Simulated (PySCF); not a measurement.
A geometry optimisation, step by step.

Compound: 4-(methylthio)benzaldehyde, C8H8OS.
SMILES with atom numbers: `[CH3:1][S:2][c:3]1[cH:4][cH:5][c:6]([CH:7]=[O:8])[cH:9][cH:10]1` (hydrogens: H11, H12, H13 on C1; H14 on C4; H15 on C5; H16 on C7; H17 on C9; H18 on C10)

Computed by this run: PBE0-D3(BJ)/def2-SVP geometry optimisation, gas phase in PySCF; density fitting, grid level 1; the optimiser is geomeTRIC in internal coordinates, started from a GFN2-xTB structure with every atom displaced at random (about 0.01 Å). 8 of its 9 geometries are shown. The frame can shift and turn from step to step; on so coarse a grid that alone can change the energy by a few meV, and forces under 0.02 eV/Å are noise.

Step 0: E = -21282.0011 eV, largest atomic force 3.452 eV/Å
```
atom  x, y, z in Å  |  force x, y, z in eV/Å
C1     -3.354   -0.215    0.684   -0.715   2.143  -1.698
S2     -2.537   -0.325   -0.925   -0.238  -0.068   0.184
C3     -0.849   -0.136   -0.541    0.602   0.072   0.544
C4     -0.306    0.059    0.754   -3.435  -0.260   0.228
C5      1.014    0.187    0.949    1.601   0.292   0.916
C6      1.908    0.149   -0.114    0.766  -0.022   0.513
C7      3.356    0.287    0.128   -0.381   0.205   0.265
O8      3.877    0.478    1.198   -0.078  -0.061   0.190
C9      1.410   -0.043   -1.383    0.370  -0.067  -1.067
C10     0.057   -0.187   -1.600   -0.559  -0.006  -0.296
H11    -3.193    0.782    1.129    0.064  -0.198   0.062
H12    -4.427   -0.295    0.468   -0.053  -0.075  -0.058
H13    -3.081   -0.982    1.327    0.752  -1.800   1.534
H14    -1.022    0.101    1.612    0.707  -0.020  -0.526
H15     1.407    0.330    1.954    0.139   0.030   0.119
H16     3.961    0.228   -0.785    0.465  -0.093  -0.660
H17     2.097   -0.076   -2.240   -0.077  -0.010   0.128
H18    -0.345   -0.329   -2.598    0.071  -0.061  -0.379
```

Step 1: E = -21282.1856 eV, largest atomic force 0.946 eV/Å
```
atom  x, y, z in Å  |  force x, y, z in eV/Å
C1     -3.266   -0.056    0.668    0.168  -0.788   0.496
S2     -2.465   -0.325   -0.913    0.081   0.062  -0.130
C3     -0.755   -0.154   -0.544   -0.281  -0.020  -0.043
C4     -0.247    0.025    0.748    0.685   0.050   0.086
C5      1.132    0.156    0.936   -0.442  -0.050  -0.065
C6      2.008    0.105   -0.150   -0.018   0.004  -0.170
C7      3.459    0.240    0.057    0.136  -0.074  -0.085
O8      3.991    0.382    1.130    0.011   0.037   0.022
C9      1.489   -0.081   -1.441   -0.003   0.004   0.161
C10     0.125   -0.209   -1.640    0.079  -0.009  -0.008
H11    -3.005    0.911    1.106    0.028   0.194   0.032
H12    -4.345   -0.086    0.469   -0.038   0.019  -0.023
H13    -3.018   -0.879    1.388   -0.180   0.516  -0.386
H14    -0.889    0.058    1.624   -0.173   0.011   0.021
H15     1.548    0.296    1.935    0.040   0.006   0.048
H16     4.071    0.188   -0.886   -0.086   0.024   0.094
H17     2.173   -0.125   -2.292    0.018   0.004  -0.053
H18    -0.273   -0.352   -2.648   -0.025   0.009   0.004
```

Step 2: E = -21282.1988 eV, largest atomic force 0.236 eV/Å
```
atom  x, y, z in Å  |  force x, y, z in eV/Å
C1     -3.276   -0.074    0.669    0.039  -0.162   0.167
S2     -2.465   -0.311   -0.917    0.060   0.042   0.056
C3     -0.759   -0.140   -0.537    0.016  -0.030  -0.106
C4     -0.232    0.041    0.751    0.073   0.024   0.185
C5      1.141    0.160    0.939   -0.170  -0.020  -0.056
C6      2.015    0.100   -0.150    0.025  -0.032  -0.039
C7      3.469    0.225    0.052    0.037   0.079  -0.056
O8      4.010    0.383    1.119   -0.036  -0.027   0.012
C9      1.488   -0.084   -1.436    0.046   0.012   0.038
C10     0.122   -0.202   -1.632    0.005  -0.003  -0.021
H11    -3.030    0.902    1.112   -0.021   0.007  -0.026
H12    -4.353   -0.111    0.460   -0.004   0.021  -0.008
H13    -3.033   -0.883    1.382   -0.017   0.119  -0.112
H14    -0.886    0.085    1.622   -0.041   0.003  -0.024
H15     1.561    0.301    1.938    0.002  -0.001  -0.008
H16     4.071    0.174   -0.894   -0.010  -0.030   0.011
H17     2.168   -0.133   -2.293   -0.007  -0.001  -0.005
H18    -0.280   -0.342   -2.638    0.002   0.000  -0.009
```

Step 3: E = -21282.1963 eV, largest atomic force 0.293 eV/Å
```
atom  x, y, z in Å  |  force x, y, z in eV/Å
C1     -3.250   -0.086    0.695   -0.077   0.251  -0.129
S2     -2.465   -0.294   -0.910   -0.051  -0.002  -0.031
C3     -0.757   -0.129   -0.555   -0.070  -0.033   0.001
C4     -0.247    0.054    0.741    0.038  -0.005  -0.112
C5      1.122    0.165    0.922    0.120   0.035   0.195
C6      2.007    0.098   -0.160   -0.005  -0.010  -0.096
C7      3.461    0.219    0.057   -0.173  -0.018   0.158
O8      3.970    0.374    1.139    0.132   0.012  -0.030
C9      1.492   -0.086   -1.449    0.001   0.018   0.005
C10     0.127   -0.197   -1.649   -0.102  -0.003   0.025
H11    -3.013    0.897    1.134   -0.037  -0.071  -0.030
H12    -4.331   -0.132    0.501    0.018   0.003  -0.005
H13    -2.988   -0.884    1.394    0.079  -0.172   0.115
H14    -0.918    0.108    1.602    0.102  -0.005  -0.059
H15     1.542    0.307    1.921    0.017  -0.001  -0.019
H16     4.078    0.152   -0.875    0.030   0.007  -0.015
H17     2.176   -0.138   -2.303   -0.019  -0.002   0.019
H18    -0.274   -0.336   -2.657   -0.003  -0.005   0.008
```

Step 5: E = -21282.1986 eV, largest atomic force 0.153 eV/Å
```
atom  x, y, z in Å  |  force x, y, z in eV/Å
C1     -3.280   -0.083    0.678    0.039  -0.111   0.069
S2     -2.465   -0.286   -0.911    0.037   0.027   0.032
C3     -0.759   -0.127   -0.532    0.084  -0.005  -0.037
C4     -0.226    0.055    0.754   -0.025   0.007   0.047
C5      1.147    0.167    0.936   -0.045  -0.015  -0.055
C6      2.018    0.098   -0.157   -0.012  -0.028  -0.126
C7      3.474    0.215    0.040   -0.095   0.057   0.105
O8      3.998    0.374    1.115    0.135  -0.012  -0.020
C9      1.487   -0.085   -1.440   -0.035  -0.003   0.043
C10     0.119   -0.196   -1.628    0.013  -0.008  -0.079
H11    -3.060    0.896    1.126    0.009   0.033   0.012
H12    -4.356   -0.139    0.466   -0.007  -0.005   0.003
H13    -3.016   -0.891    1.379   -0.023   0.073  -0.048
H14    -0.879    0.109    1.624   -0.052   0.004   0.035
H15     1.574    0.309    1.931   -0.003   0.000   0.004
H16     4.081    0.152   -0.902   -0.013  -0.014   0.038
H17     2.162   -0.140   -2.300   -0.003  -0.001  -0.010
H18    -0.287   -0.337   -2.633   -0.002   0.000  -0.014
```

Step 6: E = -21282.2013 eV, largest atomic force 0.063 eV/Å
```
atom  x, y, z in Å  |  force x, y, z in eV/Å
C1     -3.272   -0.084    0.682    0.008  -0.010   0.012
S2     -2.465   -0.291   -0.911    0.011   0.019   0.012
C3     -0.758   -0.128   -0.540    0.035  -0.014  -0.015
C4     -0.232    0.055    0.750   -0.021   0.003   0.011
C5      1.139    0.168    0.934   -0.017  -0.003  -0.015
C6      2.014    0.099   -0.156   -0.004   0.009  -0.037
C7      3.469    0.218    0.047   -0.029  -0.045   0.034
O8      4.000    0.371    1.120    0.039   0.020  -0.004
C9      1.488   -0.084   -1.441   -0.006   0.005   0.005
C10     0.121   -0.196   -1.636   -0.004  -0.004  -0.017
H11    -3.046    0.896    1.127   -0.002   0.007   0.004
H12    -4.349   -0.136    0.475    0.000  -0.006   0.001
H13    -3.009   -0.890    1.384    0.004   0.006  -0.004
H14    -0.892    0.109    1.616   -0.014   0.001   0.016
H15     1.564    0.310    1.930    0.000  -0.001  -0.001
H16     4.075    0.149   -0.893   -0.002   0.015   0.006
H17     2.166   -0.138   -2.298   -0.002   0.000  -0.002
H18    -0.283   -0.336   -2.642    0.002  -0.002  -0.005
```

Step 7: E = -21282.2016 eV, largest atomic force 0.058 eV/Å
```
atom  x, y, z in Å  |  force x, y, z in eV/Å
C1     -3.266   -0.085    0.688    0.000  -0.011   0.005
S2     -2.467   -0.283   -0.910    0.000   0.015  -0.002
C3     -0.759   -0.125   -0.544    0.000  -0.012   0.002
C4     -0.236    0.058    0.747    0.012   0.005  -0.010
C5      1.135    0.168    0.931   -0.001  -0.002   0.011
C6      2.012    0.097   -0.157   -0.001  -0.016   0.001
C7      3.466    0.213    0.049    0.002   0.057  -0.011
O8      4.000    0.373    1.119   -0.002  -0.021   0.004
C9      1.488   -0.086   -1.443   -0.007   0.000   0.008
C10     0.120   -0.196   -1.639   -0.002   0.000  -0.010
H11    -3.042    0.895    1.135   -0.002   0.004   0.002
H12    -4.344   -0.141    0.486   -0.001  -0.005   0.002
H13    -2.995   -0.891    1.385    0.001   0.007  -0.004
H14    -0.897    0.114    1.612    0.002   0.001   0.001
H15     1.560    0.310    1.928    0.002   0.000   0.002
H16     4.072    0.148   -0.892   -0.001  -0.020   0.002
H17     2.167   -0.141   -2.300   -0.002  -0.001  -0.001
H18    -0.282   -0.336   -2.645   -0.001  -0.001  -0.002
```

Step 8: E = -21282.2017 eV, largest atomic force 0.026 eV/Å
```
atom  x, y, z in Å  |  force x, y, z in eV/Å
C1     -3.262   -0.087    0.694   -0.009   0.019  -0.016
S2     -2.468   -0.273   -0.909   -0.009   0.010  -0.003
C3     -0.760   -0.120   -0.547   -0.007  -0.009   0.009
C4     -0.236    0.064    0.744   -0.014   0.003   0.002
C5      1.135    0.171    0.930    0.010  -0.001  -0.007
C6      2.010    0.097   -0.159    0.002   0.001   0.010
C7      3.465    0.210    0.047    0.001  -0.003  -0.005
O8      3.999    0.368    1.118   -0.004   0.000  -0.002
C9      1.486   -0.087   -1.445    0.010   0.001  -0.016
C10     0.118   -0.194   -1.643    0.002   0.002   0.022
H11    -3.045    0.892    1.144   -0.003  -0.005  -0.001
H12    -4.341   -0.151    0.496    0.001  -0.004   0.002
H13    -2.983   -0.894    1.385    0.007  -0.013   0.012
H14    -0.898    0.123    1.609    0.009   0.000  -0.005
H15     1.560    0.313    1.926   -0.001  -0.001  -0.003
H16     4.072    0.138   -0.893    0.002   0.000  -0.004
H17     2.164   -0.145   -2.301    0.002   0.000   0.000
H18    -0.285   -0.335   -2.649    0.001  -0.001   0.003
```

Problem. Summarise the path.

Solution. The energy falls by 19.35 kJ/mol from step 0 to step 8; nine tenths of that is first reached at step 1. It rises by more than 0.2 meV at steps 3 and 5. The largest force goes from 3.452 to 0.026 eV/Å. Among the bonds C1–H13 changes most, from 1.038 to 1.099 Å; the atoms move by 0.025 Å rms after alignment.

Problem. Follow the three bonds and two angles with the largest change from start to end.

Solution. 
| step | E above end (kJ/mol) | largest force (eV/Å) | C1–H13 (Å) | C4–C5 (Å) | C4–H14 (Å) | C3–C4–H14 (°) | C4–C3–C10 (°) |
| --- | --- | --- | --- | --- | --- | --- | --- |
| 0 | 19.35 | 3.452 | 1.038 | 1.341 | 1.118 | 117.4 | 116.7 |
| 1 | 1.55 | 0.946 | 1.121 | 1.397 | 1.087 | 122.2 | 119.8 |
| 2 | 0.28 | 0.236 | 1.105 | 1.391 | 1.091 | 120.9 | 119.0 |
| 3 | 0.52 | 0.293 | 1.093 | 1.386 | 1.092 | 120.7 | 119.7 |
| 4 | 0.08 | 0.112 | 1.098 | 1.387 | 1.090 | 120.6 | 119.4 |
| 5 | 0.30 | 0.153 | 1.102 | 1.389 | 1.089 | 120.6 | 118.9 |
| 6 | 0.04 | 0.063 | 1.100 | 1.388 | 1.090 | 120.6 | 119.1 |
| 7 | 0.01 | 0.058 | 1.100 | 1.388 | 1.090 | 120.7 | 119.3 |
| 8 | 0.00 | 0.026 | 1.099 | 1.387 | 1.090 | 120.6 | 119.4 |

The cost below is that of the whole optimisation. On one thread of an Intel Xeon Platinum 8488C, no GPU, shared host with 192 logical CPUs at a one-minute load of 80, this took 2.7 min and 0.78 GiB of memory at its peak.
